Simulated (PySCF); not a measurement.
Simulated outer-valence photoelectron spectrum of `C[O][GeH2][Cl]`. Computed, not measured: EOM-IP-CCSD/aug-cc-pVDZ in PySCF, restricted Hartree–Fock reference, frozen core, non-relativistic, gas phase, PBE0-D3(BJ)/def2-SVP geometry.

Each root has a Gaussian of 0.6 eV full width with its one-hole share as area; cross sections and vibrations are left out, and the highest printed point is 100.

```
ionisation energy (eV)  intensity
                   9.6          0
                   9.8          2
                  10.0         10
                  10.2         29
                  10.4         48
                  10.6         43
                  10.8         31
                  11.0         45
                  11.2         80
                  11.4        100
                  11.6         92
                  11.8         73
                  12.0         45
                  12.2         18
                  12.4          5
                  12.6          4
                  12.8         15
                  13.0         40
                  13.2         65
                  13.4         73
                  13.6         62
                  13.8         35
                  14.0         12
                  14.2          2
                  14.4          0
                  14.6          1
                  14.8          6
                  15.0         22
                  15.2         50
                  15.4         72
                  15.6         73
                  15.8         53
                  16.0         24
                  16.2          7
                  16.4          1
```

Problem. Where are the maxima, and how many lines lie under the curve?

Solution. 4 maxima, at 10.5, 11.4, 13.4 and 15.5 eV, from 8 lines. At this width some lines have no maximum of their own.

Problem. List the lines with their holes.

Solution. 
```tsv
E (eV)	leading hole (HF orbital)	area	Koopmans (eV)
10.46	HOMO	0.95	11.95
11.25	HOMO-1	0.95	12.44
11.46	HOMO-2	0.95	12.45
11.83	HOMO-3	0.95	12.94
13.19	HOMO-4	0.95	13.95
13.57	HOMO-5	0.94	14.39
15.33	HOMO-6	0.94	16.76
15.69	HOMO-7	0.94	16.98
```

The widest gap, 1.76 eV, lies between 13.57 and 15.33 eV. Only orbitals with −ε under 21 eV, eight at most, were ionised, so the high end of the curve may lack lines.

The values belong to the conformer `[CH3:1][O:2][GeH2:3][Cl:4]`: C1–O2–Ge3–Cl4 179°.
